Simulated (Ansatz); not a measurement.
Total energies of Al7P8H24⁺, a nanocrystal cut from zinc blende AlP (hydrogen-capped) from Ansatz at PBE0-D4/def2-TZVP, gas phase (1 Eh = 27.2114 eV = 2625.5 kJ/mol). The reference geometry is relaxed at r2SCAN-D4/def2-SVP.

```xyz
39

Al   -2.4184    0.1584    3.5488
Al    1.7682    1.3259    2.8210
Al   -2.0799    2.8635    0.1378
Al   -0.3916   -0.8316    0.0947
Al   -0.3574    1.6490   -3.1554
Al    3.5131    0.1570   -0.4753
Al    1.3564   -2.3996   -3.2971
P    -3.2112    1.9179    2.1238
P    -0.1961    0.7647    4.2229
P    -1.8863   -1.5154    1.8617
P     1.6877   -0.3649    1.0596
P    -1.4516    0.8659   -1.1167
P    -0.1081   -2.7222   -1.3781
P     0.3246   -0.4592   -4.2616
P     3.3313   -1.6411   -2.1657
H    -3.3965   -0.3745    4.6678
H     3.0184    0.9852    3.7342
H     1.4016    2.7160    2.1601
H    -0.7464    3.4824    0.7260
H    -3.2167    3.6050   -0.6806
H     1.0063    2.3276   -2.7265
H    -1.4873    2.2473   -4.0924
H     4.8724   -0.1271    0.2890
H     3.0998    1.4643   -1.2667
H     1.4825   -3.6836   -4.2069
H    -3.5196    2.9848    3.0111
H    -4.5409    1.5266    1.8087
H    -0.3834    1.8158    5.1618
H     0.1526   -0.2625    5.1419
H    -1.3921   -2.6874    2.4941
H    -3.0889   -2.0353    1.3129
H     2.0178   -1.6053    1.6800
H    -2.6645    0.2385   -1.5256
H    -1.3737   -3.1924   -1.8197
H     0.3189   -3.8584   -0.6402
H    -0.7727   -0.9999   -4.9859
H     1.1518   -0.1297   -5.3699
H     3.9231   -2.8405   -1.6841
H     4.2565   -1.3653   -3.2092
```

```json
{"state": "charge 1 singlet", "geometry": "reference", "energy (Eh)": "-4440.71300"}
{"state": "charge 2 doublet", "geometry": "reference", "energy (Eh)": "-4440.28524"}
{"state": "charge 0 doublet", "geometry": "reference", "energy (Eh)": "-4440.83783"}
```

Single mean-field runs in def2-TZVP are fitted with def2-universal-jkfit.

**Question.** Work out the vertical ionisation energy to the doublet.

**Answer.** E(charge 2 doublet) − E(charge 1 singlet) = -4440.28524 − (-4440.71300) = 0.42776 Eh = 11.64 eV. For comparison, −ε of the highest occupied level is 10.48 eV at this level, 1.16 eV less.

**Question.** Work out the vertical electron affinity, to the doublet.

**Answer.** E(charge 1 singlet) − E(charge 0 doublet) = -4440.71300 − (-4440.83783) = 0.12483 Eh = 3.40 eV.

**Question.** Give the fundamental gap IE − EA, the Mulliken electronegativity (IE + EA)/2 and the hardness (IE − EA)/2.

**Answer.** From the values in Eh: IE − EA = 0.42776 − 0.12483 = 0.30293 Eh = 8.24 eV; (IE + EA)/2 = 7.52 eV; (IE − EA)/2 = 4.12 eV. The HOMO–LUMO gap of the same run is 6.10 eV, 2.14 eV smaller than the fundamental gap.
